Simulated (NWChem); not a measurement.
System: H3SO4 cation; SMILES O=S(=O)(O)[OH2+]

Parts of the log:

```
             Northwest Computational Chemistry Package (NWChem) 7.3.0
             --------------------------------------------------------

                             Geometry "geometry" -> ""
                             -------------------------

 Output coordinates in angstroms (scale by  1.889725989 to convert to a.u.)

  No.       Tag          Charge          X              Y              Z
 ---- ---------------- ---------- -------------- -------------- --------------
    1 O                    8.0000    -1.52321300     0.36796800     0.14978800
    2 S                   16.0000    -0.08189700     0.33284900     0.15858900
    3 O                    8.0000     0.86023800     0.49684000     1.24459500
    4 O                    8.0000     0.46115400     0.75355100    -1.26827600
    5 O                    8.0000     0.26395900    -1.67745100    -0.20097900
    6 H                    1.0000     1.44730600     0.87307600    -1.26791900
    7 H                    1.0000     0.41162300    -2.17615000     0.63872400
    8 H                    1.0000    -0.48163900    -2.11837100    -0.67547300

 Effective nuclear repulsion energy (a.u.)     283.1415223624

                                 NWChem DFT Module
                                 -----------------

 Summary of "ao basis" -> "ao basis" (spherical)
 ------------------------------------------------------------------------------
       Tag                 Description            Shells   Functions and Types
 ---------------- ------------------------------  ------  ---------------------
 O                          def2-svp                 6       14   3s2p1d
 S                          def2-svp                 8       18   4s3p1d
 H                          def2-svp                 3        5   2s1p

 in cosmo_initialize ...
 calling solv_data for solv:hexane

 solvent parameters
 solvname_short: hexane
 solvname_long:  n-hexane
 dielec:        1.8819
 dielecinf:     1.8903
 nonaqueous SMD model solvent descriptors
 dielec:        1.8819
 sola:          0.0000
 solb:          0.0000
 solc:          0.0000
 solg:         25.7500
 solh:          0.0000
 soln:          1.3749

          ---------------
          -cosmo- solvent
          ---------------
 Cosmo: York-Karplus, doi: 10.1021/jp992097l
 dielectric constant -eps-     =   1.88
 screen = (eps-1)/(eps    )    =   0.46862
 surface charge correction     = lagrangian

   van der Waals surface
 --------------------------

 ---------- ATOMIC COORDINATES (A.U.) ------------ VDWR(ANG.) --
     1   -2.87845519    0.69535869    0.28305828     2.294
     2   -0.15476289    0.62899341    0.29968975     2.490
     3    1.62561410    0.93889146    2.35194352     2.294
     4    0.87145470    1.42400491   -2.39669412     2.294
     5    0.49881018   -3.16992275   -0.37979524     2.294
     6    2.73501176    1.64987441   -2.39601949     1.200
     7    0.77785468   -4.11232721    1.20701334     1.200
     8   -0.91016574   -4.00314073   -1.27645888     1.200
 number of segments per atom =        128
 number of   points per atom =        128
 atom (   nspa,  nppa )
 ----------------------
    1 (     75,     0 )       0
    2 (     13,     0 )       0
    3 (     72,     0 )       0
    4 (     70,     0 )       0
    5 (     81,     0 )       0
    6 (      6,     0 )       0
    7 (      4,     0 )       0
    8 (      5,     0 )       0
 number of -cosmo- surface points =      326
 molecular surface =    148.002 angstrom**2
 molecular volume  =    148.274 angstrom**3
 -lineq- algorithm             =   0
 -bem- low  level              =   3
 -bem- from -octahedral-
 gaussian surface charge width =   4.50000
 degree of switching           =   1.00000
 switching function tolerance  =   0.00010
 atomic radii =
 --------------
    1  8.000  2.294
    2 16.000  2.490
    3  8.000  2.294
    4  8.000  2.294
    5  8.000  2.294
    6  1.000  1.200
    7  1.000  1.200
    8  1.000  1.200
 ...... end of -cosmo- initialization ......

 nat:                     8
 ixmem:                  3618
 calling mnsol_interface()
 G(SMD-CDS) energy (kcal/mol)  =    -1.895
 SMD-CDS SASA (angstrom**2)    =   129.476

[...]

                                COSMO-SMD solvation results
                                ---------------------------

             internal energy in gas <Psi(g)|H|Psi(g)> =      -699.977817875233
         internal energy in solvent <Psi(s)|H|Psi(s)> =      -699.977532050238
                               delta internal energy  =         0.000285824995 (    0.18 kcal/mol)
   total free energy in solvent <Psi(s)|H+V/2|Psi(s)> =      -700.025035949330
 polarization energy contribution <Psi(s)|V/2|Psi(s)> =        -0.047503899092 (  -29.81 kcal/mol)
    total free energy in solvent including G(SMD-CDS) =      -700.028055712306
                       G(SMD-CDS) energy contribution =        -0.003019762976 (   -1.89 kcal/mol)
     1 M fixed-concentration free energy of solvation =        -0.050237837072 (  -31.52 kcal/mol)

                       DFT Final Molecular Orbital Analysis
                       ------------------------------------

 Vector   23  Occ=2.000000D+00  E=-6.069299D-01
              MO Center=  5.4D-01, -5.8D-02,  5.7D-01, r^2= 2.4D+00
   Bfn.  Coefficient  Atom+Function         Bfn.  Coefficient  Atom+Function
  ----- ------------  ---------------      ----- ------------  ---------------
    37      0.486678  3 O  py                40      0.341839  3 O  py
    65      0.210024  5 O  py                66      0.186695  5 O  pz
    64     -0.174699  5 O  px                68      0.163416  5 O  py
    67     -0.152874  5 O  px                51     -0.144663  4 O  py
    52     -0.129148  4 O  pz                69      0.122382  5 O  pz

 Vector   24  Occ=2.000000D+00  E=-5.962135D-01
              MO Center= -7.0D-01, -6.5D-02,  1.1D-01, r^2= 2.6D+00
   Bfn.  Coefficient  Atom+Function         Bfn.  Coefficient  Atom+Function
  ----- ------------  ---------------      ----- ------------  ---------------
     5      0.487605  1 O  py                 8      0.343000  1 O  py
    64     -0.250257  5 O  px                37     -0.183301  3 O  py
    67     -0.167517  5 O  px                66      0.144937  5 O  pz
    40     -0.141050  3 O  py                65      0.139856  5 O  py
    28     -0.128524  2 S  d -2              51     -0.119918  4 O  py

 Vector   25  Occ=2.000000D+00  E=-5.858539D-01
              MO Center= -1.5D-01,  4.0D-01,  4.7D-01, r^2= 2.6D+00
   Bfn.  Coefficient  Atom+Function         Bfn.  Coefficient  Atom+Function
  ----- ------------  ---------------      ----- ------------  ---------------
     6      0.396850  1 O  pz                36      0.379327  3 O  px
     9      0.278234  1 O  pz                39      0.266271  3 O  px
    38     -0.244611  3 O  pz                41     -0.177182  3 O  pz
    52     -0.146025  4 O  pz                50     -0.125151  4 O  px
    55     -0.099250  4 O  pz                 5      0.096600  1 O  py

 Vector   26  Occ=0.000000D+00  E=-1.963869D-01
              MO Center= -2.8D-02, -1.4D-01,  9.4D-02, r^2= 2.2D+00
   Bfn.  Coefficient  Atom+Function         Bfn.  Coefficient  Atom+Function
  ----- ------------  ---------------      ----- ------------  ---------------
    18      0.534305  2 S  s                 26     -0.486116  2 S  py
    23     -0.420691  2 S  py                17      0.357996  2 S  s
    63     -0.301608  5 O  s                 37      0.253845  3 O  py
    40      0.250783  3 O  py                65     -0.250287  5 O  py
     5      0.247320  1 O  py                68     -0.248399  5 O  py

 Vector   27  Occ=0.000000D+00  E=-1.378713D-01
              MO Center= -2.6D-02,  7.2D-01,  9.4D-02, r^2= 2.4D+00
   Bfn.  Coefficient  Atom+Function         Bfn.  Coefficient  Atom+Function
  ----- ------------  ---------------      ----- ------------  ---------------
    18      0.929572  2 S  s                 26      0.517205  2 S  py
    49     -0.443558  4 O  s                  3     -0.316079  1 O  s
    17      0.311486  2 S  s                 55     -0.300711  4 O  pz
     7     -0.276643  1 O  px                35     -0.269643  3 O  s
    23      0.266635  2 S  py                52     -0.262767  4 O  pz

 Vector   28  Occ=0.000000D+00  E=-5.005560D-02
              MO Center= -6.4D-02, -2.1D+00, -1.0D-05, r^2= 3.4D+00
   Bfn.  Coefficient  Atom+Function         Bfn.  Coefficient  Atom+Function
  ----- ------------  ---------------      ----- ------------  ---------------
    63      0.836558  5 O  s                 81     -0.775691  7 H  s
    86     -0.775633  8 H  s                 68     -0.331273  5 O  py
    18      0.303816  2 S  s                 17      0.287239  2 S  s
    65     -0.230038  5 O  py                76     -0.208090  6 H  s
    62      0.171792  5 O  s                 80     -0.161083  7 H  s

     Multipole analysis of the density
     ---------------------------------

     L   x y z        total         alpha         beta         nuclear
     -   - - -        -----         -----         ----         -------
     0   0 0 0      1.000000    -25.000000    -25.000000     51.000000

     1   1 0 0      0.784352     -0.140766     -0.140766      1.065885
     1   0 1 0     -1.458203     -2.081581     -2.081581      2.704959
     1   0 0 1     -0.512798     -0.855234     -0.855234      1.197671

     2   2 0 0    -22.847850    -63.817893    -63.817893    104.787937
     2   1 1 0      2.873380      2.998942      2.998942     -3.124504
     2   1 0 1     -2.040993     -1.345318     -1.345318      0.649642
     2   0 2 0    -13.212657    -81.365583    -81.365583    149.518508
     2   0 1 1     -1.738566     -1.258102     -1.258102      0.777638
     2   0 0 2    -23.364179    -62.814760    -62.814760    102.265340
```

Level: M06-2X/def2-SVP, SMD on the gas-phase geometry. Structure relaxed at the PBE-D3(BJ)/def2-SVP level. Solvent: n-hexane.

### Question
Reconstruct the input file.

### Answer
Several could match; the one computed here: the input that was run:
```
start job
memory heap 200 mb stack 900 mb global 1100 mb
charge 1
geometry units angstroms noautosym nocenter noautoz
  O     -1.523213     0.367968     0.149788
  S     -0.081897     0.332849     0.158589
  O      0.860238     0.496840     1.244595
  O      0.461154     0.753551    -1.268276
  O      0.263959    -1.677451    -0.200979
  H      1.447306     0.873076    -1.267919
  H      0.411623    -2.176150     0.638724
  H     -0.481639    -2.118371    -0.675473
end
basis spherical
  O library def2-svp
  S library def2-svp
  H library def2-svp
end
dft
  xc m06-2x
  iterations 150
end
cosmo
  do_cosmo_smd true
  solvent hexane
end
task dft energy
```
